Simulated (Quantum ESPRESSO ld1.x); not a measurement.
Xe2+, 52 electrons, occupied as [Kr] 4d10 5s1 5p5 (not the ground configuration). Calculated with ld1.x of Quantum ESPRESSO 7.5: Dirac Kohn-Sham, PW91, spin-unpolarised, spherical densities, point nucleus; open shells are shared between the two j in proportion to 2j + 1.

Normalised radial functions P(r) = r R(r) (large component), r in bohr:

| r | 4d5/2 | 5p1/2 | 5p3/2 |
|---|---|---|---|
| 0.003316 | 0.0001 | 0.0063 | 0.0032 |
| 0.003799 | 0.0001 | 0.0077 | 0.0042 |
| 0.004388 | 0.0002 | 0.0095 | 0.0054 |
| 0.005067 | 0.0003 | 0.0117 | 0.0071 |
| 0.005805 | 0.0004 | 0.0143 | 0.0091 |
| 0.006704 | 0.0006 | 0.0177 | 0.0117 |
| 0.007743 | 0.0009 | 0.0219 | 0.0151 |
| 0.008871 | 0.0014 | 0.0268 | 0.0192 |
| 0.01024 | 0.0021 | 0.0330 | 0.0245 |
| 0.01174 | 0.0030 | 0.0402 | 0.0307 |
| 0.01356 | 0.0045 | 0.0493 | 0.0387 |
| 0.01565 | 0.0066 | 0.0600 | 0.0484 |
| 0.01794 | 0.0095 | 0.0719 | 0.0593 |
| 0.02071 | 0.0139 | 0.0862 | 0.0727 |
| 0.02392 | 0.0202 | 0.1021 | 0.0881 |
| 0.02741 | 0.0286 | 0.1183 | 0.1041 |
| 0.03165 | 0.0408 | 0.1361 | 0.1221 |
| 0.03655 | 0.0576 | 0.1531 | 0.1402 |
| 0.04188 | 0.0790 | 0.1671 | 0.1559 |
| 0.04836 | 0.1088 | 0.1774 | 0.1692 |
| 0.05541 | 0.1452 | 0.1805 | 0.1761 |
| 0.06399 | 0.1936 | 0.1735 | 0.1743 |
| 0.0739 | 0.2529 | 0.1531 | 0.1599 |
| 0.08467 | 0.3185 | 0.1191 | 0.1322 |
| 0.09778 | 0.3959 | 0.0667 | 0.0863 |
| 0.1129 | 0.4769 | -0.0009 | 0.0241 |
| 0.1294 | 0.5494 | -0.0741 | -0.0462 |
| 0.1494 | 0.6115 | -0.1528 | -0.1251 |
| 0.1712 | 0.6437 | -0.2169 | -0.1932 |
| 0.1977 | 0.6349 | -0.2592 | -0.2445 |
| 0.2283 | 0.5676 | -0.2611 | -0.2594 |
| 0.2616 | 0.4412 | -0.2165 | -0.2293 |
| 0.3021 | 0.2392 | -0.1192 | -0.1469 |
| 0.3489 | -0.0231 | 0.0190 | -0.0199 |
| 0.3997 | -0.3055 | 0.1654 | 0.1224 |
| 0.4616 | -0.6089 | 0.3053 | 0.2671 |
| 0.5331 | -0.8777 | 0.3939 | 0.3702 |
| 0.6108 | -1.0652 | 0.4032 | 0.4003 |
| 0.7054 | -1.1669 | 0.3203 | 0.3430 |
| 0.8082 | -1.1639 | 0.1605 | 0.2060 |
| 0.9333 | -1.0674 | -0.0687 | -0.0058 |
| 1.078 | -0.9023 | -0.3195 | -0.2498 |
| 1.235 | -0.7153 | -0.5366 | -0.4711 |
| 1.426 | -0.5169 | -0.7100 | -0.6589 |
| 1.647 | -0.3432 | -0.8020 | -0.7721 |
| 1.887 | -0.2143 | -0.8069 | -0.7988 |
| 2.179 | -0.1177 | -0.7338 | -0.7461 |
| 2.517 | -0.0576 | -0.6036 | -0.6297 |
| 2.884 | -0.0259 | -0.4570 | -0.4886 |
| 3.33 | -0.0096 | -0.3070 | -0.3374 |
| 3.815 | -0.0032 | -0.1911 | -0.2161 |
| 4.406 | -0.0009 | -0.1039 | -0.1213 |
| 5.089 | -0.0002 | -0.0487 | -0.0588 |
| 5.83 | 0.0000 | -0.0201 | -0.0252 |
| 6.733 | 0.0000 | -0.0066 | -0.0086 |

4d5/2: eigenvalue -81.127 eV, 1 radial node at r = 0.345 bohr, <r> = 0.878 bohr, 90 % of the charge inside 1.33 bohr. 5p1/2: eigenvalue -28.386 eV, 3 radial nodes at r = 0.113, 0.343, 0.896 bohr, <r> = 2.02 bohr, 90 % of the charge inside 2.94 bohr. 5p3/2: eigenvalue -26.806 eV, 3 radial nodes at r = 0.119, 0.356, 0.930 bohr, <r> = 2.10 bohr, 90 % of the charge inside 3.06 bohr.
